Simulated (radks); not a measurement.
Question: Valence configurations of K (all share [Ar]). Method: Dirac Kohn-Sham, BLYP, spin-unpolarised, spherical densities, point nucleus; open shells fill j = l - 1/2 first; computed with a radial shooting solver on a logarithmic mesh with Libxc functionals. Order these by energy: 3d1; 4p1; 4s0.5 4p0.5; 4s1.

Answer: From the lowest, in eV above it: 4s1 0.000; 4s0.5 4p0.5 0.797; 4p1 1.641; 3d1 2.537. NIST lists [Ar] 4s1 as the ground configuration; this level of theory agrees among the configurations tried. The energies are those of spherical spin-averaged densities, not of single terms.
